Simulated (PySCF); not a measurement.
C3H7ClO2S.
Z-matrix (Å and degrees, PBE0-D3(BJ)/def2-SVP geometry), rows numbered from 1:
```
C 
C   1  1.5146
C   2  1.5144  1  115.65
S   2  1.8129  1  110.47  3  -126.32
O   4  1.4480  2  109.48  1   176.82
O   4  1.4479  2  109.44  1   -47.65
Cl  4  2.1104  2  100.75  1    64.54
H   1  1.0981  2  111.25  3   178.38
H   1  1.0999  2  108.98  3   -61.85
H   1  1.0997  2  110.78  3    57.25
H   2  1.1059  1  110.29  3   126.03
H   3  1.0997  2  110.75  1   -57.41
H   3  1.0980  2  111.25  1  -178.52
H   3  1.0999  2  108.98  1    61.68
```

The closed-shell ground state was solved at several levels (PySCF, density fitting, gas phase, non-relativistic).

```tsv
level	basis functions	total energy (Eh)	HOMO (eV)	LUMO (eV)	gap (eV)	dipole (D)
BLYP/pcSseg-1	168	-1127.1777	-7.31	-2.60	4.71	4.22
OPBE/pcSseg-1	168	-1127.0993	-7.48	-2.59	4.89	4.23
LDA/pcSseg-1	168	-1122.2804	-7.68	-2.96	4.72	4.35
LC-wPBE/pcSseg-1	168	-1126.8601	-11.88	0.43	12.31	4.58
KT2/pcSseg-1	168	-1137.9887	-7.60	-2.79	4.81	4.27
```

**Question.** What might PBE0/pcSseg-1 (168 basis functions) give for the same quantities?

**Answer.** Total energy -1126.6687 Eh, HOMO -9.06 eV, LUMO -1.84 eV, gap 7.22 eV, dipole 4.50 D.

**Question.** How far do the dipole and the HOMO energy spread over the levels?

**Answer.** The dipole runs from 4.22 to 4.58 D (mean 4.36 D) and the HOMO from -11.88 to -7.31 eV.

One conformer stands for the species.
